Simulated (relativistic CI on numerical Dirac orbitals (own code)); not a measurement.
Sensitivity of the levels of V⁴⁺ to α and to the nuclear radius

Computed by Dirac-Coulomb-Breit CI, KLI orbitals optimised for each configuration, valence Slater integrals scaled by 0.85, P86 correlation energy added to each configuration, derivatives by finite differences, QED left out (own radial code, finite nucleus).

CI space (outside the closed core [Ne]): 3s2 3p6 3d, 3s2 3p6 4s, 3s2 3p5 3d2, 3s2 3p6 4p, 3s2 3p6 4d, 3s2 3p6 4f, 3s 3p6 3d2. Double excitations out of closed p, d and f shells are left out; levels of such configurations are missing from the list, as are those of other unlisted configurations, and high levels can miss mixing partners.

With x = (α/α₀)² − 1 an excitation energy changes as ω = ω₀ + qx; K = 2q/ω₀ is the relative enhancement. Terms are leading LS components, so labels can repeat. The field-shift factor is F = δν/δ⟨r²⟩ for the transition from the lowest level.

Lowest level 3s2 3p6 3d 2D_3/2.

```csv
Level,ω₀ (cm⁻¹),q (cm⁻¹),K,F (GHz/fm²)
3s2 3p6 3d 2D_5/2,587,577,1.97,0.00336
3s2 3p6 4s 2S_1/2,153770,-3666,-0.0477,1.92
3s2 3p6 4p 2P°_1/2,211561,-2965,-0.028,0.77
3s2 3p6 4p 2P°_3/2,212753,-1756,-0.0165,0.77
3s2 3p5 3d2 4D°_1/2,294539,1633,0.0111,0.396
3s2 3p5 3d2 4D°_3/2,294905,1952,0.0132,0.397
3s2 3p5 3d2 4D°_5/2,295522,2496,0.0169,0.398
3s2 3p5 3d2 4D°_7/2,296423,3353,0.0226,0.399
3s2 3p6 4d 2D_3/2,298087,-1714,-0.0115,0.879
3s2 3p6 4d 2D_5/2,298215,-1586,-0.0106,0.88
3s2 3p5 3d2 4G°_11/2,309070,1156,0.00748,0.418
3s2 3p5 3d2 4G°_9/2,310272,1911,0.0123,0.415
3s2 3p5 3d2 4P°_5/2,311277,1869,0.012,0.421
```

At this charge configurations can still be misplaced by up to about 7 % of their energy.
